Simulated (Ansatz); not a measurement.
`O[B-]1(O)OC=CC=[O+]1`, relaxed with RKS PBE-D4/def2-SVP in the Gaussian-basis code of Ansatz from a rough embedded geometry. The force threshold is 0.03 eV/Å; the program also tests the step.

Total charge 0; spin multiplicity 1.

Start:

```xyz
13

O     1.650    0.049   -1.619
B     1.142    0.363   -0.291
O     2.173    1.099    0.406
O     0.887   -0.858    0.522
C    -0.499   -1.311    0.709
C    -1.510   -0.541    0.371
C    -1.238    0.832   -0.163
O    -0.049    1.229   -0.414
H     0.920   -0.520   -2.095
H     1.835    1.359    1.272
H    -0.677   -2.287    1.104
H    -2.511   -0.850    0.533
H    -2.124    1.435   -0.336
```

(1) How much energy does the relaxation release, and in how many steps? (Best estimate.)

(2) Which bonds change most? (An estimate is asked.)

(3) Give the relaxed structure. (Best estimate.)

Results:

(1) The calculation gave: 30.81 kcal/mol, in 11 steps.

(2) The calculation gave: O4–C5 from 1.471 to 1.283 Å; B2–O8 from 1.479 to 1.598 Å; B2–O4 from 1.489 to 1.599 Å; C6–C7 from 1.497 to 1.402 Å.

(3) The calculation gave: 
```xyz
13

O     1.738    0.069   -1.621
B     1.220    0.358   -0.358
O     2.106    1.049    0.468
O     0.764   -1.003    0.347
C    -0.444   -1.298    0.666
C    -1.543   -0.455    0.448
C    -1.295    0.791   -0.145
O    -0.132    1.199   -0.503
H     1.158   -0.510   -2.139
H     1.691    1.347    1.292
H    -0.580   -2.292    1.142
H    -2.557   -0.756    0.737
H    -2.127    1.502   -0.334
```
